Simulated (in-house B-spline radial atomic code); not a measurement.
Configurations of the germanium ion Ge⁵⁺, with energies counted from [Ar] 3d9. All numbers are computed (non-relativistic B97-1, spin-polarised, spherical fractional occupations, exact exchange averaged over the configuration; point nucleus) with an all-electron radial atomic-structure program (B-spline basis), not measured. Shells without spins written out take the highest spin.

Occupations are held fixed; configurations that lie above the ionisation limit could autoionise.

| configuration | E - E(ref) (eV) | highest orbital | its <r> (bohr) |
| --- | --- | --- | --- |
| [Ar] 3d8 4p1 | 52.619 | 4p up | 1.786 |
| [Ar] 3d8 4d1 | 71.471 | 4d up | 2.204 |
| [Ar] 3d8 4f1 | 86.255 | 4f up | 2.864 |
| [Ne] 3s2 3p5 3d9 4s1 | 127.32 | 4s up | 1.626 |

Question: Order these further configurations by energy, lowest first.
A. [Ne] 3s2 3p5 3d9 4f1
B. [Ne] 3s2 3p5 3d9 4d1
C. [Ar] 3d8 4s1
D. [Ne] 3s2 3p5 3d9 4p1
E. [Ne] 3s2 3p5 3d10

Answer: C (40.108 eV), E (87.313 eV), D (139.86 eV), B (158.79 eV), A (173.59 eV).
